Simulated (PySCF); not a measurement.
# Yb³⁺: fine-structure interval

Yb³⁺ [Xe] 4f13 [4f5/2^6 4f7/2^7, M_J = 7/2] → Yb³⁺ [Xe] 4f13 [4f5/2^5 4f7/2^8, M_J = 5/2], as a difference of total energies. Computed with PySCF 2.14 in x2c-QZVPPall-2c, with the two-component X2C-1e Hamiltonian. Correlated levels: [Ar] 3d10 frozen; the 30 highest virtual spinors dropped. "Screened" scales the spin-orbit matrix elements by Boettger's factors to mimic the two-electron term; Breit and QED terms are absent.

```csv
method,fine-structure interval (cm⁻¹)
GHF (screened spin-orbit),11198
GMP2 (screened spin-orbit),11065
GHF (bare spin-orbit),18701
```
